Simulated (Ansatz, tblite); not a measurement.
Removing an electron: SbI₃. Total charge 0; singlet. Geometry: PBE-D4/def2-SVP. Ansatz, gas phase; energy differences of separate SCF runs; the oxidised species was run as a doublet alone.

```xyz
4

Sb   -0.130   -0.878   -0.341
I     2.320    0.313   -0.811
I    -0.349   -0.533    2.394
I    -1.841    1.099   -1.242
```

In the def2 sets I, Sb take a core potential; there is no spin–orbit coupling. The xTB rows come from tblite. Correlated methods freeze 16 core orbitals; core or outer-core shells of Sb, I are correlated, in sets that lack core-valence functions. The rows differ in basis, and correlated rows in double-zeta sets carry the largest basis error. HOMO above LUMO, or a gap near zero within one spin, warns that the state may not be the lowest or that an electron is smeared out.

```csv
level,−HOMO (eV),vertical IE (eV),−LUMO (eV),HOMO–LUMO gap (eV),remarks
GFN1-xTB,11.06,14.20,6.64,4.42,–
HF/def2-SVP,–,8.83,–,–,spin-contaminated (⟨S²⟩ 0.86) (+1 doublet)
PBE0-D4/def2-TZVP,7.53,9.12,2.98,4.55,–
CCSD/def2-SVP,–,9.03,–,–,spin-contaminated (⟨S²⟩ 0.86) (+1 doublet)
CCSD(T)/def2-SVP,–,8.95,–,–,spin-contaminated (⟨S²⟩ 0.86) (+1 doublet)
```

(1) Estimate the rows for GFN2-xTB, PBE-D4/def2-TZVP, r2SCAN-D4/def2-TZVP, MP2/def2-SVP.

Results:

(1) 
| level | −HOMO (eV) | vertical IE (eV) | −LUMO (eV) | HOMO–LUMO gap (eV) | remarks |
| --- | --- | --- | --- | --- | --- |
| GFN2-xTB | 11.84 | 14.46 | 7.99 | 3.85 | – |
| PBE-D4/def2-TZVP | 6.53 | 8.81 | 3.61 | 2.93 | gap within one spin near zero (+1 doublet) |
| r2SCAN-D4/def2-TZVP | 6.83 | 9.00 | 3.55 | 3.29 | – |
| MP2/def2-SVP | – | 9.19 | – | – | spin-contaminated (⟨S²⟩ 0.86) (+1 doublet) |

  Raw xTB energy differences between charge states are shifted by several eV; the methods need an empirical correction for them.
